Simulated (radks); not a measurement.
Q: The mean radii <r> (bohr) of the occupied orbitals of an atom or ion are listed with their occupations. Method: scalar-relativistic Kohn-Sham, PBE, spin-polarised, spherical densities, finite nucleus; Fermi nuclear charge, rms radius of each element as measured or else 0.836 A^(1/3) + 0.57 fm; computed with a radial shooting solver on a logarithmic mesh with Libxc functionals.

| orbital | occ. | <r> |
|---|---|---|
| 1s down | 1 | 0.01632 |
| 1s up | 1 | 0.01632 |
| 2s up | 1 | 0.06876 |
| 2s down | 1 | 0.06876 |
| 2p up | 3 | 0.06235 |
| 2p down | 3 | 0.06235 |
| 3s up | 1 | 0.1776 |
| 3s down | 1 | 0.1776 |
| 3p up | 3 | 0.1793 |
| 3p down | 3 | 0.1793 |
| 3d up | 5 | 0.1624 |
| 3d down | 5 | 0.1624 |
| 4s up | 1 | 0.3917 |
| 4s down | 1 | 0.3917 |
| 4p up | 3 | 0.4175 |
| 4p down | 3 | 0.4175 |
| 4d up | 5 | 0.4397 |
| 4d down | 5 | 0.4397 |
| 5s up | 1 | 0.8753 |
| 5s down | 1 | 0.8745 |
| 4f up | 7 | 0.4674 |
| 4f down | 7 | 0.4671 |
| 5p up | 3 | 0.9999 |
| 5p down | 3 | 0.9991 |
| 5d up | 5 | 1.296 |
| 5d down | 4 | 1.298 |

Name the element and its charge. Open shells, if any, are filled with parallel spins first.

A: Z = 81, thallium, charge +4: Tl4+ in [Xe] 4f14 5d9. The 1s radius gives Z: for a bare nucleus <r> = (2 gamma + 1)/(2Z) with gamma = sqrt(1 - (Z/c)^2), 0.01613 bohr for Z = 81, and screening makes it slightly larger (0.01632 here). The occupations add up to 77, and the charge is Z minus that.
